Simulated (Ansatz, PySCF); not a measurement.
GaI3, SMILES [I][Ga]([I])[I]. Atoms are numbered in the order given.

```xyz
4

Ga     0.0000     0.0000     0.0000
I     -2.4961     0.0000     0.0000
I      1.2481     2.1617     0.0000
I      1.2481    -2.1617     0.0000
```

Geometry optimised at B3LYP-D3(BJ)/def2-SVP. The isomer is the one that the SMILES or the coordinates give; other isomers of the formula were not compared. The def2 effective core potentials stand for the cores of I; spin–orbit coupling is left out.

Two levels are set side by side: PBE-D3(BJ)/def2-SVP (Ansatz, a first-principles code) and B3LYP-D3(BJ)/def2-SVP (Ansatz). Each level has its own optimised geometry; the coordinates shown are those of the second. Frequencies come from the Hessian of PySCF at each geometry. Differences are taken from unrounded values.

```
quantity                            B3LYP-D3(BJ)
----------------------------------  ------------
mean bond length (Å)                       2.496
bond Ga1–I2 (Å)                            2.496
bond Ga1–I3 (Å)                            2.496
bond Ga1–I4 (Å)                            2.496
highest harmonic wavenumber (cm⁻¹)           283
mean harmonic wavenumber (cm⁻¹)              155
zero-point energy (kcal/mol)                1.33
```

Q: What does PBE-D3(BJ) give, and how far is it from B3LYP-D3(BJ)? (The exact figures need the calculation; the answer reports its results.)

A: 
| quantity | PBE-D3(BJ) | PBE-D3(BJ) minus B3LYP-D3(BJ) |
|---|---|---|
| mean bond length (Å) | 2.496 | -0.001 |
| bond Ga1–I2 (Å) | 2.496 | -0.001 |
| bond Ga1–I3 (Å) | 2.496 | -0.001 |
| bond Ga1–I4 (Å) | 2.496 | -0.001 |
| highest harmonic wavenumber (cm⁻¹) | 281 | -2 |
| mean harmonic wavenumber (cm⁻¹) | 152 | -2 |
| zero-point energy (kcal/mol) | 1.31 | -0.02 |

On these quantities the two levels nearly agree.
